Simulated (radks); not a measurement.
Q: The mean radii <r> (bohr) of the occupied orbitals of an atom or ion are listed with their occupations. Method: Dirac Kohn-Sham, PBE, spin-unpolarised, spherical densities, finite nucleus; Fermi nuclear charge, rms radius of each element as measured or else 0.836 A^(1/3) + 0.57 fm; computed with a radial shooting solver on a logarithmic mesh with Libxc functionals.

| orbital | occ. | <r> |
|---|---|---|
| 1s1/2 | 2 | 0.02905 |
| 2s1/2 | 2 | 0.1251 |
| 2p1/2 | 2 | 0.1058 |
| 2p3/2 | 4 | 0.1112 |
| 3s1/2 | 2 | 0.3390 |
| 3p1/2 | 2 | 0.3298 |
| 3p3/2 | 4 | 0.3410 |
| 3d3/2 | 4 | 0.3124 |
| 3d5/2 | 6 | 0.3159 |
| 4s1/2 | 2 | 0.8133 |
| 4p1/2 | 2 | 0.8562 |
| 4p3/2 | 4 | 0.8840 |
| 4d3/2 | 4 | 1.030 |
| 4d5/2 | 5 | 1.041 |

Name the element and its charge. Open shells, if any, fill j = l - 1/2 first.

A: Z = 50, tin, charge +5: Sn5+ in [Kr] 4d9. The 1s radius gives Z: for a bare nucleus <r> = (2 gamma + 1)/(2Z) with gamma = sqrt(1 - (Z/c)^2), 0.02862 bohr for Z = 50, and screening makes it slightly larger (0.02905 here). The occupations add up to 45, and the charge is Z minus that.
